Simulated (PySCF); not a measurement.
C8H13Br.
Numbering: `[Br:1]/[C:2]1=[CH:3]\[CH2:4][CH2:5][CH2:6][CH2:7][CH2:8][CH2:9]1` (hydrogens: H10 on C3; H11, H12 on C4; H13, H14 on C5; H15, H16 on C6; H17, H18 on C7; H19, H20 on C8; H21, H22 on C9)

Method: PBE0-D3(BJ)/def2-SVP geometry optimisation, gas phase (PySCF); density fitting, grid level 2; the optimiser is geomeTRIC in internal coordinates, started from a GFN2-xTB structure.

Step 0: E = -78521.6073 eV
```
atom  x, y, z in Å  |  force x, y, z in eV/Å
Br1     0.5789    1.3609   -1.7818   -0.029  -0.114   0.153
C2      0.5377    0.7609    0.0406   -0.199   0.701  -0.040
C3      1.4987   -0.0009    0.5468    0.755   0.079  -0.475
C4      2.3852   -0.8862   -0.2450   -0.401  -0.278   0.296
C5      1.6132   -2.2280   -0.2832   -0.161   0.429  -0.375
C6      0.1338   -2.1039   -0.6920    0.247  -0.147   0.619
C7     -0.8645   -1.6858    0.4179   -0.146   0.362  -0.612
C8     -1.5890   -0.3400    0.2293    0.298  -0.112   0.478
C9     -0.7874    0.8975    0.6984   -0.065  -0.415  -0.619
H10     1.4409   -0.2285    1.6039   -0.221  -0.094   0.471
H11     3.3617   -1.0373    0.2157    0.360  -0.028   0.106
H12     2.5259   -0.5109   -1.2585    0.068   0.159  -0.277
H13     1.6706   -2.6979    0.7014    0.061  -0.251   0.300
H14     2.1159   -2.8886   -0.9928    0.213  -0.299  -0.142
H15    -0.1705   -3.0876   -1.0566   -0.096  -0.260  -0.166
H16     0.0540   -1.4270   -1.5419   -0.056   0.207  -0.359
H17    -0.3671   -1.6907    1.3885    0.123  -0.090   0.397
H18    -1.6432   -2.4502    0.4667   -0.209  -0.240   0.106
H19    -1.8394   -0.2159   -0.8265   -0.162   0.060  -0.309
H20    -2.5277   -0.3651    0.7874   -0.361   0.013   0.098
H21    -0.6733    0.8741    1.7838    0.101  -0.006   0.344
H22    -1.3165    1.8083    0.4163   -0.120   0.323   0.007
```

Step 1: E = -78521.6788 eV
```
atom  x, y, z in Å  |  force x, y, z in eV/Å
Br1     0.5703    1.3484   -1.7902    0.008   0.069  -0.120
C2      0.5548    0.8066    0.0336    0.046  -0.129   0.022
C3      1.5254    0.0341    0.5351   -0.082   0.049   0.160
C4      2.3951   -0.8840   -0.2369    0.095   0.022  -0.066
C5      1.6213   -2.2220   -0.2888    0.027  -0.070   0.052
C6      0.1384   -2.1197   -0.6840   -0.041   0.021  -0.102
C7     -0.8858   -1.6903    0.4013    0.029  -0.040   0.095
C8     -1.5940   -0.3358    0.2429   -0.045   0.019  -0.078
C9     -0.7802    0.8986    0.6864   -0.023   0.074   0.112
H10     1.4078   -0.2044    1.6026    0.001   0.017  -0.075
H11     3.3833   -1.0400    0.2260   -0.030   0.003  -0.021
H12     2.5553   -0.4994   -1.2569    0.001  -0.025   0.044
H13     1.6910   -2.7163    0.6988    0.007   0.022  -0.053
H14     2.1378   -2.8935   -0.9967   -0.018   0.020   0.023
H15    -0.1587   -3.1178   -1.0461    0.013   0.020   0.018
H16     0.0445   -1.4577   -1.5631    0.002  -0.053   0.033
H17    -0.4101   -1.7369    1.3990   -0.045  -0.014  -0.044
H18    -1.6801   -2.4548    0.4338    0.019   0.026  -0.007
H19    -1.8828   -0.2039   -0.8158   -0.003  -0.005   0.059
H20    -2.5375   -0.3503    0.8152    0.030   0.001  -0.006
H21    -0.6385    0.8693    1.7823   -0.001   0.003  -0.068
H22    -1.3194    1.8270    0.4401    0.010  -0.031   0.022
```

Question: Estimate the geometry and energy of step 2. (The exact step hangs on the optimiser's Hessian estimate; all steps are aligned on step 1, rigid shifts and turns removed.)

Answer: E = -78521.6800 eV, largest force 0.094 eV/Å
```
atom  x, y, z in Å  |  force x, y, z in eV/Å
Br1     0.5660    1.3801   -1.7965    0.047  -0.064   0.051
C2      0.5547    0.8043    0.0247   -0.041   0.019   0.042
C3      1.5221    0.0342    0.5343    0.011   0.019  -0.071
C4      2.3964   -0.8844   -0.2357    0.010   0.003  -0.002
C5      1.6223   -2.2240   -0.2868    0.000  -0.002   0.010
C6      0.1385   -2.1237   -0.6852    0.001   0.020  -0.004
C7     -0.8862   -1.6916    0.4003    0.014   0.003   0.013
C8     -1.5943   -0.3352    0.2428    0.005   0.006  -0.013
C9     -0.7777    0.8986    0.6854   -0.013   0.021   0.004
H10     1.3978   -0.2037    1.5989   -0.008  -0.002  -0.016
H11     3.3825   -1.0400    0.2293    0.001  -0.002  -0.002
H12     2.5597   -0.5023   -1.2546   -0.006   0.004  -0.004
H13     1.6917   -2.7152    0.7005    0.001   0.000  -0.005
H14     2.1397   -2.8965   -0.9914   -0.001   0.002  -0.004
H15    -0.1570   -3.1231   -1.0427    0.005  -0.006   0.012
H16     0.0450   -1.4676   -1.5666   -0.003  -0.001  -0.005
H17    -0.4130   -1.7395    1.3973   -0.013  -0.011  -0.001
H18    -1.6809   -2.4543    0.4328   -0.005   0.003  -0.014
H19    -1.8889   -0.2019   -0.8124   -0.003  -0.005   0.004
H20    -2.5340   -0.3499    0.8197    0.002  -0.002   0.007
H21    -0.6294    0.8655    1.7783    0.006  -0.001  -0.006
H22    -1.3170    1.8275    0.4465   -0.006  -0.005   0.003
```

The energy changes by -0.0012 eV. The first-order estimate −F·Δx gives -0.0050 eV and the mean of the old and new forces, exact on a quadratic surface, -0.0012 eV. The step makes an angle of 74° with the force vector and moves no atom by more than 0.033 Å.

The cost below is that of the whole optimisation. Hardware: an Arm Neoverse V1 with one thread, shared host with 32 logical CPUs at a one-minute load of 21. Cost: 2.8 min, 1.1 GiB resident at most.
